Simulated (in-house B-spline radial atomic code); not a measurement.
**How G0W0 and RPA depend on the start: Sn XXIII (Sn22+)**

Configuration [Ar] 3d10. Computed with an all-electron radial atomic-structure program (B-spline basis): all electrons, non-relativistic, point nucleus, each spin shell either full or empty, empty states to l = 9 with an (l + 1/2)⁻⁴ tail; G0W0 by contour deformation at full frequency.

Without relativity these are model numbers: it shifts the levels of so heavy an element strongly and can reorder them.

```json
{"start": "Hartree-Fock", "mean-field 3d (eV)": "-1138.71", "G0W0 (eV)": "-1136.91", "QP weight": "0.993", "RPA correlation (Eh)": "-2.0613"}
{"start": "PBE", "mean-field 3d (eV)": "-1099.34", "G0W0 (eV)": "?", "QP weight": "?", "RPA correlation (Eh)": "?"}
{"start": "SCAN", "mean-field 3d (eV)": "-1102.57", "G0W0 (eV)": "-1136.56", "QP weight": "0.991", "RPA correlation (Eh)": "-2.1311"}
{"start": "r2SCAN", "mean-field 3d (eV)": "-1102.65", "G0W0 (eV)": "?", "QP weight": "?", "RPA correlation (Eh)": "?"}
{"start": "BLYP", "mean-field 3d (eV)": "-1099.11", "G0W0 (eV)": "-1136.75", "QP weight": "0.991", "RPA correlation (Eh)": "-2.1506"}
```

Problem. What G0W0 level, weight and RPA correlation energy follow from the r2SCAN start?

Solution. G0W0 level -1136.63 eV, weight 0.991, RPA correlation -2.1323 hartree.

Problem. What G0W0 level, weight and RPA correlation energy follow from the PBE start?

Solution. G0W0 level -1136.75 eV, weight 0.991, RPA correlation -2.1501 hartree.

Problem. How much of the dependence on the start does G0W0 remove?

Solution. The mean-field levels span 39.6 eV and the G0W0 levels 0.344 eV. Against 1127 ± 4 eV (NIST, tabulated theory) the G0W0 removal energies are off by +9.56 to +9.91 eV, with relativity, Breit and QED terms left out.
